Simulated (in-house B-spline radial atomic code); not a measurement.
**Response and correlation of In39+**

Closed shell [He] 2s2 2p6. Computed with a B-spline radial code for spherical atoms: Dirac-Hartree-Fock, relativistic RPA (time-dependent Dirac-Hartree-Fock) for the response and second-order many-body perturbation theory for correlation, no-pair Dirac-Coulomb Hamiltonian, finite nucleus.

| multipole (bohr³, bohr⁵, bohr⁷) | uncoupled | coupled RPA |
| --- | --- | --- |
| dipole | 0.00029182 | 0.00029325 |
| quadrupole | 6.7212e-06 | ? |
| octupole | 2.3584e-07 | 2.4209e-07 |

(1) What is the coupled quadrupole polarisability?

(2) Which subshells carry the dipole polarisability?

(3) What does the dipole shielding factor come to?

Dipole polarisability at imaginary frequency:

```tsv
u (Eh)	α(iu) (bohr³)
0	0.0002933
12.6	0.0002912
37.9	0.0002754
75.9	0.0002336
126	0.0001742
253	8.21e-05
506	2.802e-05
1260	5.402e-06
```

(4) What dispersion coefficients follow for two such ions (the dispersion part alone)?

Lowest J = 1 odd-parity excitations:

| energy (eV) | oscillator strength | leading channel | weight |
| --- | --- | --- | --- |
| 3396.2 | 0.133 | 2p3/2 → s1/2 | 0.999 |
| 3613.3 | 0.118 | 2p1/2 → s1/2 | 0.982 |
| 3628.8 | 0.0023 | 2p3/2 → d3/2 | 0.891 |
| 3671.5 | 2.03 | 2p3/2 → d5/2 | 0.879 |
| 3868.7 | 1.47 | 2p1/2 → d3/2 | 0.985 |
| 3969.1 | 0.118 | 2s1/2 → p1/2 | 0.99 |
| 4028.5 | 0.317 | 2s1/2 → p3/2 | 0.996 |
| 4639.1 | 0.0237 | 2p3/2 → s1/2 | 0.999 |

Second-order correlation energy by the highest angular momentum of the excited pair (hartree): s -0.0202, p -0.1369, d -0.1846, f -0.04974, g -0.01917, h -0.007183, i -0.003271, k -0.00169.

(5) What is the second-order correlation energy at the partial-wave limit?

Answers

(1) 6.9011e-06 atomic units, +3 % against the uncoupled value.

(2) 2p3/2 60.1 %, 2p1/2 25.6 %, 2s1/2 14.1 %.

(3) The dipole shielding factor is 0.204, against the exact N/Z = 10/49 = 0.204 of the non-relativistic theorem.

(4) C6 = (3/π)∫α(iu)²du = 9.986e-06 hartree·bohr⁶ and C8 = 1.236e-06 hartree·bohr⁸.

(5) The listed waves sum to -0.42277 hartree; extrapolating the increments as (l + 1/2)⁻⁴ gives -0.42623 hartree, -1.16 eV per electron.
